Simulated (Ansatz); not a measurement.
Al₄F₂⁻. Charge -1, multiplicity 2. Geometry PBE-D4/def2-SVPD; atoms count from 1.

```tsv
atom	x (Å)	y (Å)	z (Å)
Al1	0.136	1.300	-1.669
Al2	-0.200	-0.969	-2.649
Al3	-0.190	-1.811	2.320
Al4	-0.139	-0.831	-0.172
F5	0.382	3.006	-1.477
F6	0.011	-0.695	3.647
```

Another isomer (doublet) lies 0.73 eV lower at PBE0-D4/def2-TZVPD; other spin states weren't run for this one.

**Question.** Estimate the Mulliken populations from the PBE0/def2-TZVPD orbitals of Ansatz.

**Answer.** 
```tsv
atom	charge (e)	spin (α − β)
Al1	0.32	-0.04
Al2	-0.35	0.26
Al3	0.01	0.55
Al4	-0.12	0.22
F5	-0.47	0.00
F6	-0.38	0.01
```
Mulliken values depend strongly on the basis. With diffuse functions, as here, like atoms can get unlike values, and bond orders can come out too low or too high.

**Question.** Where does the spin sit?

**Answer.** Summed by element: Al 0.99, F 0.01, of 1 unpaired in all. Largest on single atoms: Al3 0.55, Al2 0.26, Al4 0.22.

**Question.** And the Mayer bond orders between heavy atoms (over 0.3)?

**Answer.** Al1–Al2 0.98 (2.49 Å); Al1–Al4 0.87 (2.62 Å); Al1–F5 0.93 (1.74 Å); Al2–Al4 1.04 (2.48 Å); Al3–Al4 0.45 (2.68 Å); Al3–F6 0.92 (1.75 Å).
